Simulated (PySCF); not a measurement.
# Structure elucidation problem

The spectra below were simulated for a compound C₅H₄ClF₃N₂.

1H NMR (600 MHz, computed): δ 6.68 (m, 1H), 3.99 (s, 3H).

13C{1H} NMR (computed): δ 146.9 (C), 136.3 (C), 130.3 (C), 112.4 (CH), 38.6 (CH3).

- geometry from GFN2-xTB
- PBE0/pcSseg-1 with gauge-including orbitals
- code: PySCF
- no relativistic terms, one computed conformer, gas phase, equivalent nuclei averaged

Scale: TMS for 1H (σ = 31.72 ppm), 13C (σ = 186.93 ppm) (reference shieldings calculated alike).

Question: What is the structure?

Answer: 
Rings plus π bonds: 3 (1 ring in the answer). 5 carbon signals for 5 carbons: no two carbons are equivalent. Carbon types of the structure: 3 × C, 1 × CH, 1 × CH3, which accounts for all hydrogens. δC 146.9: substituted aromatic carbon next to a ring nitrogen. δC 136.3: aromatic carbon bearing chlorine. δC 130.3: CF3 carbon; 3 electronegative neighbours deshield it. δC 112.4: aromatic CH. δC 38.6: methyl carbon bonded to N; the inductive effect lowers its shielding. δH 6.68: hydrogen on an aromatic CH; ring-current deshielding. δH 3.99: hydrogen on a methyl carbon bonded to N; its carbon carries N, hence the downfield position.

These data were computed for `Cn1nc(C(F)(F)F)cc1Cl`.

The data come from this structure; uniqueness wasn't tested.

Carbons that carry Cl, above all several Cl atoms, come out too deshielded, partly because spin–orbit coupling is missing. Splittings by 19F in the carbon and heteronuclear signals aren't shown, as no couplings were computed. Shifts are as computed. Against solution values, carbons near 30 ppm lie about +3 ppm off and those near 130 ppm about +5 ppm; carbons on Cl a further +6 ppm. Of 1211 compounds with measured shifts, 218 miss one by over three times the rms of a fit or turn the order of signals round; such compounds aren't used in these exercises. Multiplicities follow the n + 1 count of equivalent neighbours, as no J values were calculated; m marks all less simple cases, F and P coupling included.
